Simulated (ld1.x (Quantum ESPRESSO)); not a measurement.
# Hf (Z = 72), TM semilocal: configuration errors across variants

- Element: hafnium (Hf)
- Generator: ld1.x (Quantum ESPRESSO) 7.5
- Type: norm-conserving Troullier–Martins (semilocal form)
- Functional: PBE
- Relativity: scalar-relativistic
- Frozen core: [Kr] 4d10 4f14
- Valence charge: 12
- Reference configuration: 5s2 5p6 5d2 6s2 6p0
- Partial waves: 5s (bound): rc 1.20 bohr; 5p (bound): rc 1.40 bohr; 5d (bound): rc 3.05 bohr
- Local potential: the d channel
- Core correction: none

Occupied shells without a wave of their own: 6s. They enter only through the test configuration that unscreens the potential.

All-electron excitation energies from the reference (eV): (1) 5s2 5p6 5d2 6s1 6p0 7.976; (2) 5s2 5p6 5d2 6s0 6p0 22.156; (3) 5s2 5p6 5d1 6s0 6p0 43.950; (4) 5s2 5p6 5d1 6s2 6p1 1.962; (5) 5s2 5p5 5d2 6s2 6p0 41.021; (6) 5s2 5p6 5d2 6s1.5 6p0 3.254; (7) 5s2 5p6 5d1 6s2 6p0 6.498.

A semilocal file is local in each channel, so a ghost entry of none says nothing of the separable form that plane-wave codes build from it.

For the base: The 6s level has no wave, so the channel is fitted at the deeper level alone: the likely source of the large errors.

Errors AE − PS in meV (a dash: test not solved or not reliable):

```csv
change,(1),(2),(3),(4),(5),(6),(7),bound ghosts
base,-82,-196,-283,+34,-211,-37,+5.3,none
wave 5d (bound): rc 3.05 bohr becomes 5d (bound): rc 1.92 bohr,-81,-186,-275,+20,-149,-37,-5.2,none
wave 5d (bound): rc 3.05 bohr becomes 5d (bound): rc 2.22 bohr,-81,-186,-275,+20,-149,-37,-5.1,none
wave 5d (bound): rc 3.05 bohr becomes 5d (bound): rc 2.52 bohr,-81,-186,-277,+22,-159,-37,-4.0,none
wave 5d (bound): rc 3.05 bohr becomes 5d (bound): rc 2.82 bohr,-81,-190,-281,+27,-185,-37,+0.1,none
wave 5d (bound): rc 3.05 bohr becomes 5d (bound): rc 3.22 bohr,-83,-203,-283,+41,-235,-37,+11,none
wave 5d (bound): rc 3.05 bohr becomes 5d (bound): rc 3.48 bohr,-84,-218,-278,+55,-278,-37,+22,none
wave 5d (bound): rc 3.05 bohr becomes 5d (bound): rc 3.62 bohr,-87,-233,-268,+68,-311,-38,+32,none
wave 5d (bound): rc 3.05 bohr becomes 5d (bound): rc 4.24 bohr,-99,-306,-196,+123,-432,-40,+80,none
wave 5d (bound): rc 3.05 bohr becomes 5d (bound): rc 4.54 bohr,-110,-358,-123,+159,-499,-42,+116,none
```

Problem. Give the same row for: wave 5d (bound): rc 3.05 bohr becomes 5d (bound): rc 3.94 bohr.

Solution. -92, -264, -242, +92, -369, -39, +53; bound ghosts: none.
